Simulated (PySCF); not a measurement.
Input for PySCF: R-B3LYP/6-311+G** on C5H8 (SMILES C=CC(=C)C), a point of a torsion scan.

```python
from pyscf import gto, scf, dft, mp
from pyscf.data.elements import chemcore

mol = gto.M(
    atom='''
    C     1.09294349    1.52911921   -0.64936431
    C     0.31021288    1.05885383    0.30430468
    C    -0.27168270   -0.29901252    0.30357549
    C     0.42617065   -1.36253643    0.66858631
    C    -1.72190195   -0.35846224   -0.07549673
    H     1.39590973    0.91408077   -1.48100438
    H     1.47796761    2.53503179   -0.63167583
    H    -0.00295337    1.69610815    1.12360652
    H     1.46302667   -1.28774364    0.94936426
    H    -0.00768032   -2.34841483    0.68792481
    H    -2.09714456   -1.37702828   -0.02047430
    H    -1.85607651    0.01536567   -1.09025406
    H    -2.31083021    0.27286560    0.58947405
    ''',
    basis='6-311+g**',
    charge=0, spin=0, verbose=3, max_memory=1800)
mf = dft.RKS(mol, xc='b3lyp')
mf.conv_tol = 1e-8
mf.max_cycle = 100
mf.kernel()
if not mf.converged:
    mf = mf.newton().run(mf.mo_coeff, mf.mo_occ)
```

### Question
Predict the final total energy.

### Answer
-195.3597 hartree.
